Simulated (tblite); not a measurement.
C5H11Si2 (doublet state).
Cartesian coordinates in Å at the GFN2-xTB level; atoms count from 1:
```
atom  x, y, z in Å
C1     0.6542   -1.6829    0.6988
C2     0.0522   -0.8720   -0.1749
C3    -0.7450   -1.4341   -1.3176
C4     0.1732    0.5763   -0.1135
Si5    0.4077    1.5235   -1.7169
C6     0.1137    1.2615    1.0795
Si7   -0.3134    0.6777    2.7377
H8     0.5663   -2.7545    0.6324
H9     1.2990   -1.3043    1.4742
H10   -0.2313   -1.2512   -2.2608
H11   -0.8842   -2.5065   -1.2013
H12   -1.7212   -0.9546   -1.3724
H13    1.4296    0.8819   -2.5546
H14    0.8333    2.8883   -1.3931
H15   -0.8366    1.6024   -2.4990
H16    0.2827    2.3339    1.0218
H17   -0.3827    1.6757    3.7948
H18   -0.7063   -0.6548    3.1532
```

Method: GFN2-xTB as coded in tblite; computed harmonic values from a numerical Hessian at the method's own geometry, unscaled. This tight-binding method is rough: wavenumbers can miss measured ones by several per cent, in bad cases by 10 to 20. Modes of hydrogen on silicon can be 10 to 20 % off. One conformer, not necessarily the lowest. Open shells enter through the occupations alone, without spin polarisation, and single modes of such species can be off by tens of per cent.

Harmonic wavenumbers (cm⁻¹): 60.0, 109.8, 132.4, 151.1, 160.4, 189.3, 203.9, 269.7, 313.0, 353.2, 389.3, 445.1, 480.8, 500.9, 555.8, 568.0, 668.9, 712.0, 757.0, 780.8, 788.1, 805.4, 810.4, 855.1, 915.3, 935.1, 1015.5, 1025.5, 1046.3, 1223.6, 1314.1, 1394.6, 1414.4, 1418.5, 1480.7, 1487.3, 1644.6, 2174.9, 2204.8, 2231.3, 2334.2, 2381.9, 2980.7, 3002.1, 3016.5, 3034.2, 3092.1, 3113.0.

A = 2248, B = 1244, C = 873.2 MHz; mass 127.040 u (most abundant isotopes); point group C1, symmetry number 1; spin multiplicity 2.

Question: Zero-point energy?

Answer: Half the sum of the wavenumbers: 28471 cm⁻¹ = 81.40 kcal/mol.

Question: Entropy at 298.15 K, 1 bar (ideal gas, RRHO, classical rotation)?

Answer: Translation 40.46, rotation 29.27, vibration 31.03, spin (R ln 2) 1.38: S = 102.1 cal/(mol K).

Question: And Cp and H(298.15 K) − H(0)?

Answer: Cp = 42.30 cal/(mol K), of which vibrations give 34.35 (their classical limit is 48 R = 95.4); H(298.15 K) − H(0) = 7.52 kcal/mol without the zero-point energy, 5.15 from vibrations.

Question: How do the functions run with temperature in this model?

Answer: 
```json
{"T (K)": "50", "S (cal/(mol K))": "59.0", "Cp (cal/(mol K))": "12.6", "H − H(0) (kcal/mol)": "0.47", "G − H(0) (kcal/mol)": "-2.48", "ln q(vib)": "0.29"}
{"T (K)": "100", "S (cal/(mol K))": "70.0", "Cp (cal/(mol K))": "19.8", "H − H(0) (kcal/mol)": "1.29", "G − H(0) (kcal/mol)": "-5.71", "ln q(vib)": "1.33"}
{"T (K)": "373.15", "S (cal/(mol K))": "112.4", "Cp (cal/(mol K))": "49.2", "H − H(0) (kcal/mol)": "10.96", "G − H(0) (kcal/mol)": "-30.98", "ln q(vib)": "9.10"}
{"T (K)": "500", "S (cal/(mol K))": "128.2", "Cp (cal/(mol K))": "58.7", "H − H(0) (kcal/mol)": "17.83", "G − H(0) (kcal/mol)": "-46.26", "ln q(vib)": "12.71"}
{"T (K)": "750", "S (cal/(mol K))": "154.7", "Cp (cal/(mol K))": "71.9", "H − H(0) (kcal/mol)": "34.28", "G − H(0) (kcal/mol)": "-81.73", "ln q(vib)": "19.37"}
{"T (K)": "1000", "S (cal/(mol K))": "176.6", "Cp (cal/(mol K))": "80.5", "H − H(0) (kcal/mol)": "53.41", "G − H(0) (kcal/mol)": "-123.23", "ln q(vib)": "25.39"}
```

q(vib) and H(0) count from the zero-point level.

Question: What must be added to the electronic energy to get the Gibbs energy at 298.15 K and 1 bar?

Answer: ZPE + [H(298.15 K) − H(0)] − T·S = 81.40 + 7.52 − 30.45 = 58.47 kcal/mol.

Question: Blend soft modes into free rotors: weight 1/[1 + (100 cm⁻¹/ν̃)⁴] for the oscillator and the rest for a rotor with moment μB/(μ + B), μ = h/(8π²ν), B = 10⁻⁴⁴ kg m². What vibrational entropy results?

Answer: 29.74 cal/(mol K) in place of 31.03, which changes −T·S at 298.15 K by +0.39 kcal/mol.

Hindered rotation and anharmonicity are outside this model. Other conformers, if any are populated, would add a mixing term that is left out. The structure is chiral; the term R ln 2 for an equal mix with its mirror image is left out.

Time: 0.62 s of wall time. Hardware: one thread of an Arm Neoverse V2 (shared host). The figure is for the frequency step alone.
